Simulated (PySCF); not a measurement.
Correlation energy of F²⁺ (fluorine, charge +2)

[He] 2s2 2p3, high-spin 4S determinant. Computed with PySCF 2.14 in cc-pVDZ-DK, with scalar relativity by spin-free X2C-1e. Frozen: 1s2; 5 electrons correlated.

MP2 pair energies summed by pair of shells (mhartree):

| pair | energy | share (%) |
| --- | --- | --- |
| 2s-2p | -46.35 | 67.7 |
| 2p-2p | -15.19 | 22.2 |
| 2s-2s | -6.96 | 10.2 |

Total MP2 correlation energy: -68.50 mhartree.

Same-spin part -17.49 and opposite-spin part -51.01 mhartree; SCS-MP2 scales them by 1/3 and 6/5 to -67.05 mhartree.

| level | correlation energy (mhartree) |
| --- | --- |
| CCSD | -82.11 |
| (T) | -0.38 |
| CCSD(T) | -82.49 |

Diagnostics: T1 = 0.0028, D1 = 0.0048, largest double amplitude 0.033.

Cost of the coupled-cluster step: 0.11 s of wall time on 1 thread of Intel(R) Xeon(R) Platinum 8375C CPU @ 2.90GHz (shared host), for 5 correlated electrons.
